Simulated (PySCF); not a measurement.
**I²⁺: excitation energy**

I²⁺ [Kr] 4d10 5s2 5p3 (4S) → I²⁺ [Kr] 4d10 5s1 5p4 (4P), as a difference of total energies. All numbers are calculated (PySCF 2.14, a scalar-relativistic core potential, in aug-cc-pVQZ-PP with ECP28MDF (7s7p5d3f2g, 92 functions)). Correlated levels: valence: 4s2 4p6 4d10 frozen. The calculations carry no spin-orbit coupling.

```csv
method,excitation energy (eV)
UHF,11.112
LDA,11.720
PBE,11.547
PBE0,11.485
r2SCAN,11.298
B3LYP,11.563
BP86,11.511
r2SCANh,11.302
r2SCAN0,11.309
MP2 (valence),11.040
SCS-MP2 (valence),11.026
```

Question: How much does correlation contribute at MP2 (valence)?

Answer: 11.040 − (11.112) = -0.072 eV, measured against UHF.
